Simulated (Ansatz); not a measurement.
CH2F (SMILES [CH2]F), doublet, at a GFN2-xTB geometry. Base run: CAM-B3LYP/STO-3G (Ansatz, a first-principles code).

Input for Ansatz:
Ansatz 0.2 input:
```yaml
crystal:
  periodic: [false, false, false]
  atoms:
    - {symbol: C, position_ang: [-0.64566325, 0.05423353, 0.06571365]}
    - {symbol: F, position_ang: [0.67813264, -0.05693569, -0.03196981]}
    - {symbol: H, position_ang: [-1.19444638, -0.85777853, -0.05263065]}
    - {symbol: H, position_ang: [-1.03476786, 1.04479852, -0.05392294]}
basis:
  gaussian:
    orbitals: STO-3G
hamiltonian:
  xc: cam_b3lyp
magnetization: {spin_polarized: true, initial_magnetization: 1}
```

The base run was repeated with changes; each row names its change, and settings that it needs were set with it.

```tsv
change	E (Eh)	SCF-reference <S^2>
base	-137.07299	0.752
functional = b3lyp	-137.12921	0.752
functional = B2PLYP	-136.95591	0.754
functional = lc_wpbe	-137.05662	0.753
functional = b3lyp; dispersion = d3bj	-137.13077	0.752
functional = wB97X-V	-137.10546	0.752
functional = hf	-136.53240	0.762
functional = B2GP-PLYP	-136.91279	0.756
functional = wB97M-V	-137.12637	0.752
functional = SVWN5	-136.09581	0.751
functional = r2scan	-137.09050	0.753
functional = blyp	-137.07706	0.752
functional = B97M-V	-137.13971	0.752
```

Total energies compare only within one method and basis.
